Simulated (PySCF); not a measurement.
# Gas-phase XPS of amminetrifluoroboron, computed

Species: amminetrifluoroboron, BF₃H₃N.
Bonds: N1–B2, B2–F3, B2–F4, B2–F5. Hydrogens: H6, H7, H8 on N1.

Level of theory: delta-SCF UKS SCAN, pcX-2 on the ionised atom, pcseg-1 elsewhere, spin-free X2C (PySCF). Vertical ΔSCF values, vacuum level as zero.

**Question.** What binding energy does each computed site have?

**Answer.** 
| atom(s) | bonded to | level | binding energy (eV) | count |
| --- | --- | --- | --- | --- |
| N1 | 3 H and B | N 1s | 408.72 | 1 |
| B2 | 3 F and N | B 1s | 199.75 | 1 |
| F3/F4/F5 | B | F 1s | 692.17 | 3 |

**Question.** Express the binding energy of F 1s of F3/F4/F5 in atomic units and per mole.

**Answer.** 692.17 eV = 25.4368 Eh = 66784 kJ/mol.

**Question.** Which effective nuclear charge Zeff reproduces each element's mean 1s value in the hydrogen-like formula E = 13.606 eV × Zeff²?

**Answer.** B (Z = 5): mean 199.7 eV, Zeff = 3.83, Z − Zeff = 1.17; N (Z = 7): mean 408.7 eV, Zeff = 5.48, Z − Zeff = 1.52; F (Z = 9): mean 692.2 eV, Zeff = 7.13, Z − Zeff = 1.87. Means run over the listed sites, weighted by atom count.

Atoms equivalent by their bonding share one computed value, that of the first of them. Isolated species at its PBE0-D3(BJ)/def2-SVP geometry, gas phase.

On one thread, x86-64 server, shared host, this took 15 s of wall time.
